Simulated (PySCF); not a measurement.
Simulated absorption spectrum

Species: C2H6O2SSi.
SMILES: `S[SiH]1OCCO1`

Computed, not measured: TDDFT CAM-B3LYP/def2-SVPD, vertical, gas phase, core orbitals frozen in the response in PySCF 2.14.0, density-fitted response routines. Geometry: PBE0-D3(BJ)/def2-SVP, one conformer, isolated molecule.

Computed states:

| state | E (eV) | f |
| --- | --- | --- |
| S1 | 6.27 | 0.0065 |
| S2 | 6.99 | 0.047 |
| S3 | 7.39 | 0.029 |
| S4 | 7.55 | 0.018 |
| S5 | 7.71 | 0.011 |
| S6 | 7.81 | 0.0096 |
| S7 | 7.93 | 0.0077 |
| S8 | 8.00 | 0.0026 |
| S9 | 8.12 | 0.011 |
| S10 | 8.18 | 0.015 |

Broadening: Gaussians 0.3 eV wide at half height, area fixed by f = 4.319×10⁻⁹ ∫ε dν̃. The width is an assumption, not a result. The curve ends short of the highest state used, and states not computed would add to its high-energy end.

Problem. What does the envelope look like, and where are its maxima?

Solution. 
```tsv
E (eV)	ε (L mol⁻¹ cm⁻¹)
5.82	1
5.87	4
5.92	13
5.97	36
6.02	85
6.07	169
6.12	291
6.17	428
6.22	539
6.27	583
6.32	541
6.37	430
6.42	293
6.47	172
6.52	91
6.57	56
6.62	79
6.67	192
6.72	463
6.77	974
6.82	1762
6.88	2931
6.93	3781
6.98	4189
7.03	4001
7.08	3342
7.13	2552
7.18	1999
7.23	1893
7.28	2216
7.33	2770
7.38	3297
7.43	3606
7.48	3638
7.53	3459
7.58	3188
```

Maxima: 198 nm (6.27 eV), ε about 580, made up of S1 (100%); 177 nm (6.99 eV), ε about 4200, made up of S2 (100%); 166 nm (7.46 eV), ε about 3700, made up of S3 (61%) and S4 (35%) (ε in L mol⁻¹ cm⁻¹; maxima over ε = 5, shares over 10%).

Problem. On this curve, what absorbance would a 10⁻⁵ mol/L sample give at 193 nm over a 1 cm path?

Solution. 193 nm is 6.424 eV, where ε is about 280 L mol⁻¹ cm⁻¹, so A = ε c l ≈ 0.0028 (Beer–Lambert, with the gas-phase spectrum and the assumed width).

Problem. Coming from long wavelengths, where does ε first pass 100 L mol⁻¹ cm⁻¹?

Solution. At about 206 nm (6.03 eV), 0.24 eV below S1.

Problem. What would ε be at 6.99 eV, the highest of these maxima, with half the width (0.15 eV)?

Solution. About 8360 L mol⁻¹ cm⁻¹ against 4200, a factor of about 1.99; a lone state at its own centre would give exactly 2.

All these states lie below the vertical ionisation energy of 10.04 eV (ΔSCF).

Without π bonds the low states are Rydberg-like; a valence basis with one diffuse set may place them up to an eV too high.
